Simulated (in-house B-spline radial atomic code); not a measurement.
Results of a calculation; reference values are marked as such.
## Building a PAW p channel for Ge, r_c = 2.73 bohr

Ge, [Ar] 3d10 4s2 4p2, non-relativistic PBE, spherical and spin-unpolarised, from an all-electron radial atomic-structure program (B-spline basis) (atomic units; all potentials screened as in the neutral atom).

Two all-electron partial waves φ1, φ2 are integrated outwards at E1 = ε(4p) = -0.144496 and E2 = E1 + 1.5 hartree; φ1 is the bound orbital and φ2 has unit norm inside r_c = 2.7281 bohr. Smooth partners are polynomials, r^2(a0 + a1 r² + a2 r⁴ + a3 r⁶), matched to φ and three derivatives at r_c, with no condition on the norm. The local potential is -2.47453 + (0.715111) r² + (-0.0902969) r⁴ + (0.00428407) r⁶ inside 2.2881 bohr and the all-electron one outside.

| wave | φ(r_c) | φ'(r_c) | a0 | a1 | a2 | a3 |
| --- | --- | --- | --- | --- | --- | --- |
| 1 | 0.586349 | -0.1192763 | 0.3324672 | -0.06336421 | 0.005104994 | -0.0001573463 |
| 2 | 0.9580023 | 0.9828177 | -0.9534224 | 0.3572297 | -0.03831521 | 0.001323907 |

Inside r_c the overlaps are <φi φj> = [[0.51878, -0.23018], [-0.23018, 1.00000]] and, for the smooth waves, [[0.51446, -0.14367], [-0.14367, 0.73815]]. With χj = (Ej − T − V_local) applied to smooth wave j, the program's quadrature gives the matrix B_ij = <smooth i, χj> as [[0.06013, -0.00654], [-0.13630, 0.36675]].

Problem. Check the match of the first wave, and find the augmentation charges q_ij.

Solution. At r_c the four terms are 2.47440, -3.50982, 2.10454, -0.48277, which sum to 0.5863, φ1(r_c) to rounding. q_ij is the all-electron overlap less the smooth one: [[0.00432, -0.08651], [-0.08651, 0.26185]]. The smooth first wave has a norm of 0.5145 inside r_c against 0.5188, and q11 > 0 puts back the missing charge.

Problem. B isn't symmetric. Show that D_ij = B_ij + Ej q_ij is.

Solution. Integrating by parts gives B12 − B21 = (E1 − E2) q12: -0.00654 − (-0.13630) = 0.12976, and −1.5 × (-0.08651) = 0.12976. So D12 = -0.00654 + (1.355504)(-0.08651) = -0.12380 and D21 = -0.13630 + (-0.144496)(-0.08651) = -0.12380; D11 = 0.05951, D22 = 0.72169. The projectors, p = (B⁻¹)ᵀ χ, are dual to the smooth waves; det B = 0.021.

Solving (T + V_local + Σ p D p) ψ = E (1 + Σ p q p) ψ in a sphere of 9 bohr, whose wall lifts the free-atom level a little, gives these levels:

```csv
all-electron,one projector,two projectors
-0.143857,-0.143857,-0.143857
0.111464,0.111146,0.111423
0.445094,0.442081,0.444902
0.929167,0.914648,0.928987
1.557190,1.509360,1.557080
```

Problem. What does the second projector gain?

Solution. With one projector the errors are 0.00, -0.32, -3.01, -14.52, -47.83 millihartree. With two the errors are 0.00, -0.04, -0.19, -0.18, -0.11 millihartree. The scattering is exact at E1 and at E2 = 1.356, and over all levels compared the largest error is 0.19 millihartree. The lowest eigenvalue of the overlap operator is 1 with one and 0.9045 with two projectors. The smooth orbital alone needs a cutoff of 2.69 hartree for 1 millihartree of kinetic energy, against 2.78 for a norm-conserving Troullier-Martins orbital of the same radius.
